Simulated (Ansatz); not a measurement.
`[OH][SnH]([OH])[OH]` + HBr → `[OH][SnH]([OH])[Br]` + H₂O  (ligand exchange at the Sn–O bond)

Gas-phase electronic energies from Ansatz, PBE0-D4/def2-TZVP geometries. CCSD(T)/CBS is the MP2 limit (def2-TZVPP, def2-QZVPP) plus CCSD(T) − MP2 in def2-TZVPP, frozen cores. This one scheme is used for every species. def2 core potentials past Kr. For Br, Sn outer-core shells are correlated without core-valence functions, which leaves a few kJ/mol of doubt a bond. Scalar relativity is left out up to krypton. One conformer a species, not always the lowest.

| species | MP2/def2-TZVPP energy (Eh) |
| --- | --- |
| `[OH][SnH]([OH])[OH]` | -441.48273 |
| HBr | -2573.28961 |
| `[OH][SnH]([OH])[Br]` | -2938.47891 |
| H₂O | -76.32349 |

Problem. Work out ΔE.

Solution. ΔE = (-2938.47891) + (-76.32349) − (-441.48273) − (-2573.28961) = -0.03006 Eh = -78.9 kJ/mol. CCSD(T)/CBS gives -82.3 kJ/mol.

Largest T1 diagnostic among the species: 0.014.

From PBE to PBE0 (25 % exact exchange), in def2-TZVPP and without D4, ΔE moves by −5.6 kJ/mol. At CCSD(T), def2-SVP lies +6.4 kJ/mol from the extrapolated value and def2-TZVPP +7.5 kJ/mol.
